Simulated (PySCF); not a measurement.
ClH5OSi2, SMILES O[Si@@H]([SiH3])Cl. Atoms are numbered in the order given.

```xyz
9

O      0.7029     1.7826    -0.2856
Si     0.0248     0.4607     0.4610
Si    -1.7514    -0.2506    -0.8827
Cl     1.4009    -1.1140     0.5690
H      1.4544     2.2080     0.1468
H     -0.3410     0.7695     1.8731
H     -1.2255    -0.5995    -2.2329
H     -2.3674    -1.4598    -0.2634
H     -2.7865     0.8169    -1.0071
```

Coordinates come from a B3LYP-D3(BJ)/def2-SVP optimisation. The structure was generated by enumeration; whether it is a known compound was not checked. The values are those of a single conformer.

The numbers are results of B3LYP-D3(BJ)/def2-SVP (PySCF), not measurements.

Frequencies are harmonic and unscaled.

| mode | ν (cm⁻¹) | IR (km/mol) | Raman (Å⁴/amu) | depolarisation | moving atoms (share of kinetic energy) |
|---|---|---|---|---|---|
| 1 | 105 | 0.3 | 0.5 | 0.71 | H 66 %, Si 13 %, Cl 13 % |
| 2 | 113 | 2.1 | 1.0 | 0.71 | H 43 %, Si 27 %, Cl 23 % |
| 3 | 178 | 6.4 | 1.0 | 0.70 | O 39 %, Si 34 %, H 22 % |
| 4 | 218 | 21.7 | 2.9 | 0.75 | H 53 %, Si 18 %, O 16 %, Cl 14 % |
| 5 | 304 | 102.4 | 1.5 | 0.70 | H 49 %, O 35 %, Cl 9 % |
| 6 | 410 | 17.3 | 18.6 | 0.16 | Si 63 %, H 23 %, Cl 10 % |
| 7 | 511 | 68.9 | 10.4 | 0.72 | H 58 %, Si 26 %, Cl 15 % |
| 8 | 528 | 37.4 | 6.6 | 0.51 | H 69 %, Si 29 % |
| 9 | 548 | 40.1 | 5.7 | 0.73 | Si 45 %, H 33 %, Cl 21 % |
| 10 | 743 | 186.1 | 10.1 | 0.73 | H 94 % |
| 11 | 821 | 265.3 | 7.7 | 0.67 | H 83 %, Si 10 % |
| 12 | 841 | 47.1 | 9.2 | 0.65 | H 54 %, O 38 % |
| 13 | 877 | 197.3 | 6.5 | 0.69 | H 80 %, Si 14 % |
| 14 | 932 | 9.4 | 14.7 | 0.74 | H 71 %, Si 17 %, O 11 % |
| 15 | 942 | 49.3 | 22.8 | 0.74 | H 96 % |
| 16 | 947 | 75.4 | 14.0 | 0.71 | H 76 %, Si 15 %, O 9 % |
| 17 | 2207 | 123.3 | 100.1 | 0.70 | H 97 % |
| 18 | 2218 | 53.5 | 331.1 | 0.02 | H 98 % |
| 19 | 2225 | 85.4 | 115.5 | 0.65 | H 96 % |
| 20 | 2233 | 101.9 | 81.4 | 0.71 | H 96 % |
| 21 | 3852 | 101.6 | 175.9 | 0.31 | H 94 % |
